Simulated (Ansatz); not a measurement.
GaH3 (SMILES [GaH3]) moved off its minimum; all values from Ansatz (a first-principles code), cores frozen in correlated methods.
(charge 0, multiplicity 1)
```xyz
4

Ga     0.01726    -0.06903     0.29525
H      0.62954    -0.49098     1.25955
H     -0.33070     1.67977    -0.35453
H     -0.36240    -1.13858    -1.03722
```

| level | largest force (eV/Å) | on atom | rms difference from CCSD(T)/aug-cc-pVTZ (eV/Å) | dipole (D) |
|---|---|---|---|---|
| HF/def2-TZVPP | 14.34 | Ga1 | 0.149 | 1.89 |
| PBE/def2-TZVPP | 13.19 | Ga1 | 0.340 | 1.54 |
| r2SCAN/def2-TZVPP | 13.29 | Ga1 | 0.369 | 1.61 |
| B3LYP/def2-TZVPP | 13.38 | Ga1 | 0.305 | 1.63 |
| wB97M-V/def2-TZVPP | 13.50 | Ga1 | 0.317 | 1.69 |
| MP2/aug-cc-pVTZ | 14.20 | Ga1 | 0.089 | 1.77 |
| CCSD(T)/aug-cc-pVTZ | 14.04 | Ga1 | 0.000 | 1.69 |

The differences count from one level among others, with limits of its own. Forces at CCSD(T)/aug-cc-pVTZ (eV/Å):

```
atom      Fx      Fy       Fz
----  ------  ------  -------
Ga1   -6.106   4.848  -11.670
H2     5.536  -3.660    9.315
H3     0.387  -2.022    1.108
H4     0.182   0.834    1.247
```
